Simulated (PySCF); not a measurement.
Species: hexachloroethane, C2Cl6.
Atom-mapped SMILES: `[Cl:1][C:2]([Cl:3])([Cl:4])[C:5]([Cl:6])([Cl:7])[Cl:8]`

Linear response at PBE0/aug-cc-pVTZ (PySCF, frozen core in the response, non-relativistic). Isolated species at its PBE0-D3(BJ)/def2-TZVP geometry, gas phase.

Static isotropic polarisability: 105.68 au (15.66 Å³), principal values 101.5, 107.8, 107.8 au.

(1) What is the polarisability at 1064 nm and at the sodium D line?

(2) What is the isotropic C6 coefficient between two such molecules, C6 = (3/π)∫α(iω)² dω?

(3) Which effective excitation energy ω̄ makes London's formula C6 = (3/4)α²ω̄ exact here?

(4) How anisotropic is the static polarisability, by Δα² = ½[(α1 − α2)² + (α2 − α3)² + (α3 − α1)²]?

(5) What molar refraction at the D line follows from R = (4π/3)·N_A·α′, with α′ the polarisability volume?

(6) What n − 1 at the D line would an ideal gas of it have at 273.15 K and 1 atm (2.6868 × 10¹⁹ cm⁻³), by n − 1 = 2π·N·α′?

(7) How many electrons N does the Slater–Kirkwood formula C6 = (3/4)·√N·α^(3/2) need to give this C6?

(8) The lowest 10 singlets have (eV, f): 6.22, 0.000; 6.37, 0.000; 6.48, 0.000; 6.49, 0.000; 6.58, 0.017; 6.59, 0.022; 6.60, 0.001; 6.61, 0.006; 6.70, 0.010; 6.82, 0.000. What share of the static polarisability do they carry in the sum over states α = Σ f/ω²?

(9) What three-body coefficient follows from the one-pole estimate C9 = (3/4)·α·C6?

Results:

(1) 106.47 au at 1064 nm (+0.7 %), 108.31 au at 589.3 nm (+2.5 %). The rise at 589.3 nm is 3.35 times that at 1064 nm; a pure ω² law gives 3.26. The lowest singlet lies at 199 nm, shorter than both wavelengths.

(2) 4726 au (Eh·bohr⁶) by a ten-point quadrature over imaginary frequencies, which is 2820 eV·Å⁶ or 272 J·nm⁶/mol.

(3) ω̄ = 4·C6/(3α²) = 0.564 Eh = 15.4 eV. A one-pole form α(ω) = α/(1 − ω²/ω̄²) fitted to the 1064 nm value gives 13.6 eV.

(4) Δα = 6.3 au, or 0.06 of the isotropic value.

(5) α′ = 16.05 Å³ gives R = 40.49 cm³/mol, for isolated, non-vibrating species.

(6) 27.09 × 10⁻⁴, a formal value whether or not that pressure can be reached.

(7) N = (4·C6/3)²/α³ = 33.6; the species has 114 electrons in all.

(8) 0.97 au, 0.9 % of α; the largest term, 0.38 au, is that of the state at 6.59 eV. Their oscillator strengths add up to 0.06. Higher states carry the rest.

(9) 375000 au. This is an estimate from the two numbers above, not a computed integral.

Shape of the structure used: `[Cl:1][C:2]([Cl:3])([Cl:4])[C:5]([Cl:6])([Cl:7])[Cl:8]`: Cl1–C2–C5–Cl6 180°.
